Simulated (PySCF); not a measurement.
C₂H₈ClSi₂ (doublet state).
Z-matrix (Å and degrees, GFN2-xTB geometry), rows numbered from 1:
```
Si
C   1  1.8512
C   2  1.4351  1  123.86
Si  3  1.9455  2  111.34  1   108.10
Cl  3  1.8253  2  113.45  1  -137.31
H   1  1.4668  2  108.59  3   -20.24
H   1  1.4649  2  109.12  3  -140.52
H   1  1.4703  2  111.88  3    99.29
H   2  1.0801  1  120.12  3  -179.32
H   3  1.0881  2  113.24  1   -16.72
H   4  1.4586  3  106.64  2    57.67
H   4  1.4627  3  106.64  2   -62.30
H   4  1.4602  3  107.02  2   177.76
```

The hyperfine couplings belong to this conformer and change with its torsions.

Identity: `[SiH3][CH][C@@H]([SiH3])Cl` [radical].

Method: UKS B3LYP, pcH-1 on C Cl H Si, non-relativistic, mean-field spin-orbit, GIAO (PySCF). Geometry: GFN2-xTB, one conformer, isolated molecule. GFN2-xTB frequencies show an imaginary mode (36i cm⁻¹), so this geometry is no minimum at that level. Couplings are sensitive to structure, and on GFN2-xTB geometries they can be far from those on DFT ones. The SCF solution wasn't tested for stability.

(1) Where do the isotropic ENDOR lines of C3, H9, H6/H7/H8, H10, H11/H12/H13, Si4, Si1 and Cl5 fall at 3356.3 mT, to first order?

(2) Which pairs are centred on the nuclear Larmor frequency, and which on half the coupling?

(3) At what field would the lower line of Cl5 fall to zero frequency?

## Answers

(1) For S = 1/2 in fast tumbling each set of equivalent nuclei gives two lines, ν± = |νn ± a/2| to first order, with νn = g_N μN B/h and μN/h = 7.62259 MHz/T.

```
     nuclei  isotope      g_N  νn (MHz)  a_iso (MHz)  lower line (MHz)  upper line (MHz)
         C3      13C   1.4048     35.94        -6.29             32.80             39.08
         H9       1H   5.5857    142.90       -51.37            117.22            168.59
   H6/H7/H8       1H   5.5857    142.90        42.14            121.84            163.97
        H10       1H   5.5857    142.90        34.80            125.50            160.30
H11/H12/H13       1H   5.5857    142.90         8.95            138.43            147.38
        Si4     29Si  -1.1106     28.41      -114.24             28.70             85.53
        Si1     29Si  -1.1106     28.41        41.27              7.78             49.05
        Cl5     35Cl   0.5479     14.02        25.94              1.05             26.99
```

The rows for 13C and 29Si, of low natural abundance, apply to labelled samples.

(2) Centred on νn, since |a| < 2νn: C3, H9, H6/H7/H8, H10, H11/H12/H13, Si1 and Cl5. Centred on |a|/2 and split by 2νn: Si4.

(3) Where νn = |a|/2, that is B = 12.97 MHz/(0.5479 × 7.62259 MHz/T) = 3110 mT, as far as first order holds there.

Nuclei that the bonding pattern makes equivalent are averaged, as if the motion that swaps them (rotation, inversion, ring flip) were fast. The three 1H nuclei of mean +42.1 MHz run from 11.2 to 91.9 MHz in the frozen geometry. The three 1H nuclei of mean +8.9 MHz run from -4.8 to 34.1 MHz in the frozen geometry.

Main isotope only: 35Cl (natural samples also hold 24 % 37Cl, magnetic too, which adds its own pattern).

The Mulliken spin populations are largest on C2 (+0.92), Cl5 (+0.06) and C3 (-0.06). No atom but C2 exceeds +0.15. The angles at C2 add up to 360.0°, so it is planar; its axial dipolar tensor and the negative coupling of its proton fit spin in a p orbital normal to that plane.

On one thread, AMD EPYC 7R43 (x86_64), shared host with 256 logical CPUs at a one-minute load of 48, this took 42 s of wall time (grids of density and orbitals included) and 0.79 GiB of memory at its peak.
